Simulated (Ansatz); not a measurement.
Born–Oppenheimer molecular dynamics of Al$_{2}$F$_{2}$H$_{4}$O$_{2}$ (10 atoms, charge 0, multiplicity 1). It starts at the highest image of a converged band, a first-order saddle point between two minima.

All numbers below come from RHF/def2-SVP in Ansatz.

```yaml
ensemble: NVE (velocity Verlet)
time_step: 0.5 fs
steps_asked: 200
starting_velocities_drawn_for: 100 K
seed: 4237
```

First frame:

```xyz
10
Properties=species:S:1:pos:R:3
Al -0.202 0.563 0.133
O -0.298 -0.748 1.395
H -0.980 -1.340 1.667
F 0.967 0.367 -1.014
F -1.685 1.060 -0.397
O 0.371 1.373 1.654
Al 1.059 2.736 2.441
H 1.333 2.604 3.981
H 1.349 4.009 1.572
H 0.064 0.249 1.983
```

**Question.** How far do the bonds stretch over the last three quarters of this one trajectory? (Pairs bonded in most of those frames.)

**Answer.** 
```csv
bond,mean (Å),spread (Å),shortest,longest
Al1–O2,1.711,0.039,1.65,1.78
Al1–F4,1.662,0.034,1.61,1.71
Al1–F5,1.657,0.029,1.61,1.70
Al1–O6,2.007,0.050,1.89,2.07
O2–H3,0.942,0.003,0.94,0.95
O6–Al7,1.791,0.044,1.69,1.85
O6–H10,0.964,0.040,0.90,1.03
Al7–H8,1.565,0.009,1.55,1.58
Al7–H9,1.559,0.016,1.53,1.58
```

Mean temperature of the second half: 409 K. The conserved energy stayed within 0.23 meV per atom of its start (net change -0.14 meV per atom), so the integration is sound. The kinetic energy rose, since the run started high on the potential surface and went downhill. A run of 0.1 ps of so small a system gives no equilibrium averages. The orbitals stay closed-shell, which can raise the energy where a bond breaks towards radicals; this wasn't checked here.

Time of the run: 4.3 min on 2 threads of Arm Neoverse V1 (shared host), peak memory 0.23 GiB.
